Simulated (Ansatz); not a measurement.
W(O)2(NH2)2 (H4N2O2W), SMILES [NH2][W]([NH2])(=[O])=[O], multiplicity 1.

Geometry optimised at r2SCAN-D4/def2-SVP. The multiplicity is an assumed one; no other spin state was optimised. The structure was generated by enumeration; whether it is a known compound was not checked. The def2 effective core potentials stand for the cores of W; spin–orbit coupling is left out. One conformer was computed; it need not be the lowest.

Two levels are set side by side: PBE/def2-SVPD (Ansatz, a program for electronic structure) and PBE0/def2-SVPD (Ansatz). Energy differences of separate SCF runs at the same geometry; the states with an electron removed or added have multiplicity 2 and 2. Differences are taken from unrounded values.

```csv
quantity,PBE0
vertical ionisation energy (eV),9.85
vertical singlet–triplet gap (eV),4.49
```

What does PBE give, and how far is it from PBE0? (Estimate from the structure and the level; the computed values follow.)


```csv
quantity,PBE,PBE minus PBE0
vertical ionisation energy (eV),9.54,-0.31
vertical singlet–triplet gap (eV),4.38,-0.11
```
